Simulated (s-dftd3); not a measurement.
C$_{9}$H$_{12}$, triplet, geometry from GFN2-xTB (a higher spin typed on purpose: for a closed-shell molecule this is an excited state); D3(zero) for pbe0 (s-dftd3 1.4.0).

Input for s-dftd3:
```
$ s-dftd3 mol.xyz --zero pbe0 --json dftd3.json --noedisp --grad

# file mol.xyz
21

C     -2.43845556    -1.58295786    -0.17446421
C     -1.24197668    -0.71101951    -0.08901651
C     -1.27777473     0.65544927    -0.09386595
C     -0.12222693     1.42802585    -0.01122690
C     -0.11461082     2.90766737    -0.01311012
C      1.20413069     0.72398135     0.08624695
C      1.27017564    -0.64099511     0.09329033
C      2.58762237    -1.35578488     0.19013481
C      0.09727611    -1.39423723     0.00935944
H     -2.50076667    -2.23451925     0.70182125
H     -3.35118623    -0.99580443    -0.24170971
H     -2.37367139    -2.23740107    -1.04841971
H     -2.23303238     1.16020278    -0.16406391
H      0.35266926     3.29325032     0.89901907
H     -1.12266172     3.30882257    -0.08697113
H      0.47963376     3.29037146    -0.84942077
H      2.08845806     1.33660313     0.14945446
H      3.41073927    -0.64846596     0.24874154
H      2.60849988    -1.99026061     1.07521912
H      2.73599768    -1.99315155    -0.68056494
H      0.12035998    -2.47042296     0.01280766
```

What the program printed (banner, timings and long lists left out):

```
-----------------------------------
 s i m p l e   D F T - D 3  v1.4.0
-----------------------------------

Zero (Chai-Head-Gordon) damping: pbe0-D3(0)
--------------------
  s6         1.0000
  s8         0.9280
  s9         0.0000
 rs6         1.2870
 rs8         1.0000
 alp        14.0000
--------------------

Dispersion energy:      -8.3594148353696E-03 Eh

Gradient norm:           4.9177595521522E-04 Eh/a0
--------------------------------------------------
     #    Z           dE/dx      dE/dy      dE/dz
--------------------------------------------------
     1    6 C    -1.283E-05 -2.944E-05 -8.833E-07
     2    6 C    -8.115E-05 -1.247E-04 -5.687E-06
     3    6 C     7.903E-05 -3.363E-05  5.794E-06
     4    6 C     4.527E-05  1.404E-04  3.056E-06
     5    6 C     1.722E-05  2.838E-05  1.204E-06
     6    6 C    -7.374E-05 -1.119E-04 -5.170E-06
     7    6 C     1.208E-04 -7.900E-05  8.904E-06
     8    6 C     6.628E-06 -1.586E-05  5.074E-07
     9    6 C    -1.826E-06  1.709E-04 -4.140E-07
    10    1 H    -1.229E-04 -4.018E-05 -3.105E-05
    11    1 H     6.069E-05 -2.517E-06  4.411E-06
    12    1 H    -1.261E-04 -4.011E-05  1.309E-05
    13    1 H    -8.135E-06  1.162E-05 -6.099E-07
    14    1 H    -4.005E-05  1.268E-04 -2.441E-05
    15    1 H     3.485E-05 -4.788E-05  2.609E-06
    16    1 H    -4.312E-05  1.269E-04  1.795E-05
    17    1 H     2.947E-05 -6.467E-05  2.247E-06
    18    1 H    -9.229E-05  2.002E-05 -6.735E-06
    19    1 H     1.096E-04 -2.601E-05 -1.996E-05
    20    1 H     1.056E-04 -2.592E-05  3.567E-05
    21    1 H    -7.056E-06  1.679E-05 -5.400E-07
--------------------------------------------------

Virial:
--------------------------------------------------
      component           x          y          z
--------------------------------------------------
          x       1.462E-03  2.338E-04  1.230E-04
          y       2.338E-04  1.859E-03  1.353E-05
          z       1.230E-04  1.353E-05 -2.276E-04
--------------------------------------------------

[Info] JSON dump of results written to 'dftd3.json'
```
